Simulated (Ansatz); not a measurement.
The same ligand exchange along the group B, Al, Ga, In.

Program: Ansatz. Geometries: PBE0-D4/def2-TZVP. ΔE: electronic, gas phase. CCSD(T)/CBS is the MP2 limit (def2-TZVPP, def2-QZVPP) plus CCSD(T) − MP2 in def2-TZVPP, frozen cores. Small cases extrapolate CCSD(T) itself. def2 core potentials past Kr. For Ga, In outer-core shells are correlated without core-valence functions, which leaves a few kJ/mol of doubt a bond. Scalar relativity is left out up to krypton. One conformer a species, not always the lowest.

(1) Order these by ΔE at CCSD(T)/CBS, lowest first. (An estimate is asked.)
A. `CBS` + H–F → `FBS` + CH₄
B. `[CH3][InH][SH]` + H–F → `[F][InH][SH]` + CH₄
C. `[CH3][AlH][SH]` + H–F → `[F][AlH][SH]` + CH₄
D. `[CH3][GaH][SH]` + H–F → `[F][GaH][SH]` + CH₄

Largest T1 diagnostic: 0.016, for `[F][InH][SH]`.

Extrapolated directly: `[CH3][AlH][SH]` + H–F → `[F][AlH][SH]` + CH₄.

Answers

(1) C (-188.6 kJ/mol), A (-122.8 kJ/mol), D (-96.3 kJ/mol), B (-86.7 kJ/mol).
